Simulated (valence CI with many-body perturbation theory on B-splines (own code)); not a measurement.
# Forbidden lines of Ta XXXIII

Level of theory: relativistic CI+MBPT: five valence electrons over a frozen Dirac-Fock core [Kr], a basis of 7 s, 7 p, 8 d, 6 f, 4 g, 1 h functions for each j, with the one-electron correlation potential Σ1 (screened to all orders), the two-electron term Σ2, the three-electron term Σ3, Breit, model QED; selected single and double excitations, second order for the rest (own B-spline code, finite nucleus).

The last digits are not significant, and no measured levels were compared; by estimate large intervals hold to a few tenths of a per cent, small ones and those within an open d or f shell to about a per cent. Only levels of the ground parity were solved; by the run's estimate the other parity begins above the list, which can be wrong where configurations are misplaced.

Lines 1 to 50 of 120 in falling wavelength, among levels below 579590 cm⁻¹, chosen from the decays that carry over 1 % of a level's rate. Wavelengths and rates use the calculated energies. Electric multipoles are in the length gauge, E1 and E2 with the static RPA response of the core. Weak lines are less certain than strong ones. Lines between different terms over intervals too small for the method are left out, as are lines whose strength nearly cancels. Branching is blank where the lifetime is uncertain.

Levels are named by their leading jj configuration (3d3/2^4 stands for four electrons in 3d with j = 3/2), which in mixed levels can hold well under half, so a name can repeat and another be missing. Letters in brackets count levels of one name in rising energy.

| λ vac (nm) | Upper | Lower | Type | A (s⁻¹) | Branch % |
| --- | --- | --- | --- | --- | --- |
| 1333 | (4d3/2^3 4d5/2^2) J=11/2 | (4d3/2^3 4d5/2^2) J=7/2 [a] | E2 | 2.70e-07 |  |
| 862.8 | (4d3/2^3 4d5/2^2) J=9/2 | (4d3/2^3 4d5/2^2) J=11/2 | M1 | 1.57e+01 | 15.2 |
| 644.5 | (4d3/2^3 4d5/2^2) J=7/2 [b] | (4d3/2^3 4d5/2^2) J=5/2 [b] | M1 | 2.86e+01 | 2.0 |
| 523.8 | (4d3/2^3 4d5/2^2) J=9/2 | (4d3/2^3 4d5/2^2) J=7/2 [a] | M1 | 8.17e+01 | 79.2 |
| 439.5 | (4d3/2^3 4d5/2^2) J=5/2 [b] | (4d3/2^3 4d5/2^2) J=3/2 [a] | M1 | 1.12e+02 | 3.0 |
| 341.4 | (4d3/2^3 4d5/2^2) J=1/2 | (4d3/2^3 4d5/2^2) J=3/2 [a] | M1 | 6.92e+02 | 97.4 |
| 273.7 | (4d3/2^3 4d5/2^2) J=7/2 [a] | (4d3/2^3 4d5/2^2) J=5/2 [a] | M1 | 5.33e+02 | 3.1 |
| 237.7 | (4d3/2^3 4d5/2^2) J=7/2 [b] | (4d3/2^3 4d5/2^2) J=7/2 [a] | M1 | 1.83e+02 | 12.6 |
| 202.6 | (4d3/2^2 4d5/2^3) J=1/2 [a] | (4d3/2^3 4d5/2^2) J=3/2 [b] | M1 | 1.22e+03 | 2.4 |
| 199.6 | (4d3/2^3 4d5/2^2) J=3/2 [b] | (4d3/2^3 4d5/2^2) J=1/2 | M1 | 1.70e+02 | 2.2 |
| 199.3 | (4d3/2^2 4d5/2^3) J=1/2 [b] | (4d3/2^2 4d5/2^3) J=3/2 [a] | M1 | 1.23e+03 | 2.5 |
| 192.5 | (4d3/2^2 4d5/2^3) J=7/2 [b] | (4d3/2^2 4d5/2^3) J=7/2 [a] | M1 | 3.75e+02 | 2.3 |
| 187.2 | (4d3/2^2 4d5/2^3) J=9/2 [c] | (4d3/2^2 4d5/2^3) J=9/2 [b] | M1 | 1.12e+03 | 5.6 |
| 176.6 | (4d3/2^3 4d5/2^2) J=3/2 [b] | (4d3/2^3 4d5/2^2) J=5/2 [b] | M1 | 4.44e+02 | 5.7 |
| 166.4 | (4d3/2^2 4d5/2^3) J=5/2 [b] | (4d3/2^3 4d5/2^2) J=3/2 [b] | M1 | 1.23e+03 | 2.8 |
| 158.5 | (4d3/2^3 4d5/2^2) J=5/2 [b] | (4d3/2^3 4d5/2^2) J=5/2 [a] | M1 | 3.08e+03 | 81.8 |
| 147.5 | (4d3/2^2 4d5/2^3) J=3/2 [c] | (4d3/2^2 4d5/2^3) J=1/2 [b] | M1 | 7.43e+02 | 3.4 |
| 126.0 | (4d3/2^3 4d5/2^2) J=3/2 [b] | (4d3/2^3 4d5/2^2) J=3/2 [a] | M1 | 1.20e+03 | 15.4 |
| 121.0 | (4d3/2^2 4d5/2^3) J=3/2 [b] | (4d3/2^2 4d5/2^3) J=5/2 [a] | M1 | 8.28e+02 | 3.5 |
| 120.4 | (4d3/2^2 4d5/2^3) J=9/2 [a] | (4d3/2^3 4d5/2^2) J=7/2 [b] | M1 | 3.22e+03 | 11.6 |
| 115.4 | (4d3/2^2 4d5/2^3) J=3/2 [c] | (4d3/2^2 4d5/2^3) J=5/2 [c] | M1 | 1.26e+03 | 5.8 |
| 114.0 | (4d3/2^2 4d5/2^3) J=5/2 [c] | (4d3/2^3 4d5/2^2) J=3/2 [b] | M1 | 8.01e+03 | 13.7 |
| 113.0 | (4d3/2^2 4d5/2^3) J=7/2 [a] | (4d3/2^3 4d5/2^2) J=5/2 [b] | M1 | 6.34e+03 | 15.4 |
| 108.0 | (4d3/2^2 4d5/2^3) J=3/2 [b] | (4d3/2^3 4d5/2^2) J=3/2 [b] | M1 | 2.50e+02 | 1.0 |
| 107.4 | (4d3/2^2 4d5/2^3) J=5/2 [a] | (4d3/2^3 4d5/2^2) J=7/2 [a] | M1 | 5.92e+03 | 7.4 |
| 107.0 | (4d3/2^3 4d5/2^2) J=5/2 [a] | (4d3/2^4 4d5/2) J=5/2 | M1 | 3.08e+04 | 100.0 |
| 104.2 | (4d3/2^2 4d5/2^3) J=7/2 [a] | (4d3/2^3 4d5/2^2) J=9/2 | M1 | 9.51e+03 | 23.2 |
| 100.6 | (4d3/2^2 4d5/2^3) J=1/2 [a] | (4d3/2^3 4d5/2^2) J=1/2 | M1 | 1.78e+04 | 34.7 |
| 100.5 | (4d3/2 4d5/2^4) J=7/2 [a] | (4d3/2^2 4d5/2^3) J=5/2 [c] | M1 | 5.75e+03 | 6.0 |
| 98.91 | (4d3/2^2 4d5/2^3) J=11/2 | (4d3/2^3 4d5/2^2) J=9/2 | M1 | 4.13e+03 | 14.6 |
| 98.81 | (4d3/2^2 4d5/2^3) J=5/2 [b] | (4d3/2^3 4d5/2^2) J=7/2 [b] | M1 | 4.54e+03 | 10.2 |
| 96.47 | (4d3/2 4d5/2^4) J=5/2 [a] | (4d3/2^2 4d5/2^3) J=3/2 [a] | M1 | 7.00e+03 | 5.2 |
| 93.94 | (4d3/2^2 4d5/2^3) J=3/2 [a] | (4d3/2^3 4d5/2^2) J=1/2 | M1 | 3.01e+03 | 3.5 |
| 93.85 | (4d3/2^2 4d5/2^3) J=1/2 [b] | (4d3/2^3 4d5/2^2) J=3/2 [b] | M1 | 5.38e+02 | 1.1 |
| 91.97 | (4d3/2 4d5/2^4) J=7/2 [a] | (4d3/2^2 4d5/2^3) J=9/2 [b] | M1 | 6.09e+03 | 6.4 |
| 91.53 | (4d3/2 4d5/2^4) J=3/2 [a] | (4d3/2^2 4d5/2^3) J=5/2 [c] | M1 | 7.59e+03 | 6.2 |
| 88.74 | (4d3/2^2 4d5/2^3) J=11/2 | (4d3/2^3 4d5/2^2) J=11/2 | M1 | 2.42e+04 | 85.4 |
| 88.50 | (4d3/2^2 4d5/2^3) J=3/2 [a] | (4d3/2^3 4d5/2^2) J=5/2 [b] | M1 | 1.28e+04 | 15.0 |
| 86.92 | (4d3/2^2 4d5/2^3) J=7/2 [a] | (4d3/2^3 4d5/2^2) J=7/2 [a] | M1 | 1.48e+04 | 36.0 |
| 85.67 | (4d3/2^2 4d5/2^3) J=5/2 [b] | (4d3/2^3 4d5/2^2) J=5/2 [b] | M1 | 1.82e+04 | 40.8 |
| 85.31 | (4d3/2 4d5/2^4) J=11/2 | (4d3/2^2 4d5/2^3) J=9/2 [b] | M1 | 5.94e+03 | 7.4 |
| 85.03 | (4d3/2^2 4d5/2^3) J=9/2 [a] | (4d3/2^3 4d5/2^2) J=11/2 | M1 | 9.56e+03 | 34.4 |
| 83.59 | (4d3/2^2 4d5/2^3) J=9/2 [b] | (4d3/2^3 4d5/2^2) J=7/2 [b] | M1 | 4.91e+03 | 8.2 |
| 83.52 | (4d3/2^3 4d5/2^2) J=3/2 [b] | (4d3/2^3 4d5/2^2) J=5/2 [a] | M1 | 1.12e+03 | 14.5 |
| 81.48 | (4d3/2^2 4d5/2^3) J=5/2 [d] | (4d3/2^2 4d5/2^3) J=5/2 [b] | M1 | 4.60e+03 | 8.6 |
| 80.04 | (4d3/2^2 4d5/2^3) J=7/2 [b] | (4d3/2^3 4d5/2^2) J=7/2 [b] | M1 | 5.18e+03 | 31.9 |
| 80.00 | (4d3/2^2 4d5/2^3) J=3/2 [c] | (4d3/2^2 4d5/2^3) J=1/2 [a] | M1 | 2.83e+02 | 1.3 |
| 79.93 | (4d3/2^2 4d5/2^3) J=9/2 [a] | (4d3/2^3 4d5/2^2) J=7/2 [a] | M1 | 1.47e+04 | 53.0 |
| 79.08 | (4d3/2^2 4d5/2^3) J=5/2 [d] | (4d3/2^2 4d5/2^3) J=3/2 [a] | M1 | 1.45e+03 | 2.7 |
| 78.64 | (4d3/2 4d5/2^4) J=7/2 [a] | (4d3/2^2 4d5/2^3) J=5/2 [b] | M1 | 1.54e+04 | 16.1 |
